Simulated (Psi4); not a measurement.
Intermolecular potential of CS2 ··· H2Se (SMILES S=C=S and [SeH2]). Monomers: optimised at B3LYP-D3(BJ) (def2-TZVP), held rigid. Orientation: lowest of the rigid-body minima from ten starts at GFN2-xTB. R is the distance of the centres of mass, along which the second monomer moves.

Computed with SAPT0/jun-cc-pVDZ, frozen core (Psi4).

Components in kJ/mol:

```
R / Å  electrostatics  exchange  induction  dispersion  total
-----  --------------  --------  ---------  ----------  -----
2.87           -49.03    128.84     -14.14      -32.12  33.56
3.06           -28.32     73.48      -8.04      -23.14  13.98
3.28           -15.08     37.88      -4.22      -16.00   2.58
3.50            -8.05     19.27      -2.23      -11.18  -2.20
3.71            -4.41      9.98      -1.21       -8.03  -3.67
3.93            -2.33      4.97      -0.63       -5.74  -3.74
4.22            -0.98      1.96      -0.27       -3.77  -3.06
4.54            -0.37      0.71      -0.11       -2.44  -2.20
5.03            -0.06      0.15      -0.03       -1.32  -1.26
5.72             0.03      0.02      -0.01       -0.61  -0.58
6.69             0.04      0.00       0.00       -0.24  -0.21
8.00             0.03      0.00       0.00       -0.08  -0.06
```
